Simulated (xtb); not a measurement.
Job for xtb: GFN2-xTB on H6InN (a complex), monomers drawn apart or pushed together.

```
$ xtb mol.xyz --gfn 2 --sp --chrg 0 --uhf 0
8

In     0.64107878     0.57157907     0.73561557
H      1.70574326    -0.78813054     0.51286828
H     -0.75054096     0.73073186    -0.29877319
H      1.23789058     1.98049207     1.56670695
N     -1.51778067    -1.09337897     4.15408883
H     -2.22746513    -0.44663159     4.48067849
H     -0.88356458    -1.28126132     4.92290147
H     -1.97469263    -1.96290167     3.90159125
```

Output:

```
[...]
           -------------------------------------------------
          |                Calculation Setup                |
           -------------------------------------------------



molecular fragmentation (1/2 indicates fragments):
11112222
# atoms in fragment 1/2:     4     4
 fragment masses (1/2) :      117.84       17.03
CMA distance (Bohr)    :   8.392
constraining FC (au)   :  0.0500

           -------------------------------------------------
          |                 G F N 2 - x T B                 |
           -------------------------------------------------

        Reference                      10.1021/acs.jctc.8b01176
      * Hamiltonian:
        H0-scaling (s, p, d)           1.850000    2.230000    2.230000
        zeta-weighting                 0.500000
      * Dispersion:
        s8                             2.700000
        a1                             0.520000
        a2                             5.000000
        s9                             5.000000
      * Repulsion:
        kExp                           1.500000    1.000000
        rExp                           1.000000
      * Coulomb:
        alpha                          2.000000
        third order                    shell-resolved
        anisotropic                    true
        a3                             3.000000
        a5                             4.000000
        cn-shift                       1.200000
        cn-exp                         4.000000
        max-rad                        5.000000


          ...................................................
          :                      SETUP                      :
          :.................................................:
          :  # basis functions                  20          :
          :  # atomic orbitals                  19          :
          :  # shells                           11          :
          :  # electrons                        14          :
          :  max. iterations                   250          :
          :  Hamiltonian                  GFN2-xTB          :
          :  restarted?                      false          :
          :  GBSA solvation                  false          :
          :  PC potential                    false          :
          :  electronic temp.          300.0000000     K    :
          :  accuracy                    1.0000000          :
          :  -> integral cutoff          0.2500000E+02      :
          :  -> integral neglect         0.1000000E-07      :
          :  -> SCF convergence          0.1000000E-05 Eh   :
          :  -> wf. convergence          0.1000000E-03 e    :
          :  Broyden damping             0.4000000          :
          :  net charge                          0          :
          :  unpaired electrons                  0          :
          ...................................................

 iter      E             dE          RMSdq      gap      omega  full diag
   1     -7.1170069 -0.711701E+01  0.876E+00    1.36       0.0  T
   2     -7.1832938 -0.662869E-01  0.102E+01    4.10       1.0  T
   3     -7.1825400  0.753877E-03  0.113E+01    4.09       1.0  T
   4     -7.1847397 -0.219976E-02  0.581E-01    4.30       1.0  T
   5     -7.1847640 -0.243221E-04  0.670E-02    4.34       1.0  T
   6     -7.1847645 -0.481911E-06  0.261E-02    4.32       1.4  T
   7     -7.1847645 -0.225282E-07  0.738E-03    4.31       4.8  T
   8     -7.1847645 -0.395824E-08  0.660E-04    4.31      53.6  T
   9     -7.1847645 -0.554063E-10  0.532E-04    4.31      66.4  T

   *** convergence criteria satisfied after 9 iterations ***

         #    Occupation            Energy/Eh            Energy/eV
      -------------------------------------------------------------
         1        2.0000           -0.6114624             -16.6387
         2        2.0000           -0.5493924             -14.9497
         3        2.0000           -0.5183696             -14.1056
         4        2.0000           -0.5183662             -14.1055
         5        2.0000           -0.4114094             -11.1950
         6        2.0000           -0.4113832             -11.1943
         7        2.0000           -0.4048743             -11.0172 (HOMO)
         8                         -0.2464170              -6.7053 (LUMO)
         9                         -0.1727368              -4.7004
        10                         -0.1017462              -2.7687
        11                         -0.1016755              -2.7667
        12                         -0.0554228              -1.5081
       ...                                ...                  ...
        19                          0.6903584              18.7856
      -------------------------------------------------------------
                  HL-Gap            0.1584573 Eh            4.3118 eV
             Fermi-level           -0.3256456 Eh           -8.8613 eV

 SCC (total)                   0 d,  0 h,  0 min,  0.003 sec
 SCC setup                      ...        0 min,  0.000 sec (  2.103%)
 Dispersion                     ...        0 min,  0.000 sec (  0.871%)
 classical contributions        ...        0 min,  0.000 sec (  0.423%)
 integral evaluation            ...        0 min,  0.000 sec ( 13.699%)
 iterations                     ...        0 min,  0.001 sec ( 52.714%)
 molecular gradient             ...        0 min,  0.001 sec ( 26.565%)
 printout                       ...        0 min,  0.000 sec (  3.372%)

         :::::::::::::::::::::::::::::::::::::::::::::::::::::
         ::                     SUMMARY                     ::
         :::::::::::::::::::::::::::::::::::::::::::::::::::::
         :: total energy              -7.121323397647 Eh    ::
         :: gradient norm              0.008808939415 Eh/a0 ::
         :: HOMO-LUMO gap              4.311843148353 eV    ::
         ::.................................................::
         :: SCC energy                -7.184759306166 Eh    ::
         :: -> isotropic ES            0.021500721089 Eh    ::
         :: -> anisotropic ES          0.004152343629 Eh    ::
         :: -> anisotropic XC          0.004981110557 Eh    ::
         :: -> dispersion             -0.001960218607 Eh    ::
         :: repulsion energy           0.063435908520 Eh    ::
         :: add. restraining           0.000000000000 Eh    ::
         :: total charge               0.000000000000 e     ::
         :::::::::::::::::::::::::::::::::::::::::::::::::::::

           -------------------------------------------------
          |                Property Printout                |
           -------------------------------------------------

    * Orbital Energies and Occupations

         #    Occupation            Energy/Eh            Energy/eV
      -------------------------------------------------------------
         1        2.0000           -0.6114624             -16.6387
         2        2.0000           -0.5493924             -14.9497
         3        2.0000           -0.5183696             -14.1056
         4        2.0000           -0.5183662             -14.1055
         5        2.0000           -0.4114094             -11.1950
         6        2.0000           -0.4113832             -11.1943
         7        2.0000           -0.4048743             -11.0172 (HOMO)
         8                         -0.2464170              -6.7053 (LUMO)
         9                         -0.1727368              -4.7004
        10                         -0.1017462              -2.7687
        11                         -0.1016755              -2.7667
        12                         -0.0554228              -1.5081
        13                         -0.0554210              -1.5081
        14                          0.0331956               0.9033
Note: The following floating-point exceptions are signalling: IEEE_UNDERFLOW_FLAG IEEE_DENORMAL
normal termination of xtb
        15                          0.1992656               5.4223
        16                          0.1992801               5.4227
        17                          0.2381697               6.4809
        18                          0.6903377              18.7850
        19                          0.6903584              18.7856
      -------------------------------------------------------------
                  HL-Gap            0.1584573 Eh            4.3118 eV
             Fermi-level           -0.3256456 Eh           -8.8613 eV

     #   Z          covCN         q      C6AA      α(0)
     1  49 In       2.690     0.200   274.428    31.305
     2   1 H        0.897    -0.080     4.918     3.470
     3   1 H        0.897    -0.080     4.917     3.470
     4   1 H        0.897    -0.080     4.920     3.471
     5   7 N        2.580    -0.418    30.884     8.254
     6   1 H        0.860     0.152     1.385     1.843
     7   1 H        0.860     0.152     1.385     1.843
     8   1 H        0.860     0.152     1.385     1.843

 Mol. C6AA /au·bohr⁶  :       1033.537936
 Mol. C8AA /au·bohr⁸  :      68663.018310
 Mol. α(0) /au        :         55.498726


Wiberg/Mayer (AO) data.
largest (>0.10) Wiberg bond orders for each atom

 ---------------------------------------------------------------------------
     #   Z sym  total        # sym  WBO       # sym  WBO       # sym  WBO
 ---------------------------------------------------------------------------
     1  49 In   2.288 --     3 H    0.738     2 H    0.738     4 H    0.738
     2   1 H    0.994 --     1 In   0.738     3 H    0.127     4 H    0.127
     3   1 H    0.994 --     1 In   0.738     2 H    0.127     4 H    0.127
     4   1 H    0.994 --     1 In   0.738     3 H    0.127     2 H    0.127
     5   7 N    2.999 --     8 H    0.975     6 H    0.975     7 H    0.975
     6   1 H    0.977 --     5 N    0.975
     7   1 H    0.977 --     5 N    0.975
     8   1 H    0.977 --     5 N    0.975
 ---------------------------------------------------------------------------

Topologies differ in total number of bonds
Writing topology from bond orders to xtbtopo.mol

molecular dipole:
                 x           y           z       tot (Debye)
 q only:       -0.356      -0.275       0.564
   full:       -0.591      -0.456       0.935       3.042
molecular quadrupole (traceless):
                xx          xy          yy          xz          yz          zz
 q only:       -2.502       1.342      -3.368      -4.685      -3.490       5.870
  q+dip:       -4.115       2.150      -5.513      -7.617      -5.671       9.628
   full:       -4.593       3.156      -6.518      -9.679      -7.261      11.111


           -------------------------------------------------
          | TOTAL ENERGY               -7.121323397647 Eh   |
          | GRADIENT NORM               0.008808939415 Eh/α |
          | HOMO-LUMO GAP               4.311843148353 eV   |
           -------------------------------------------------

------------------------------------------------------------------------
------------------------------------------------------------------------
 total:
 SCF:
```

The run finished.

Cost: around 0.020 core-seconds (rough).
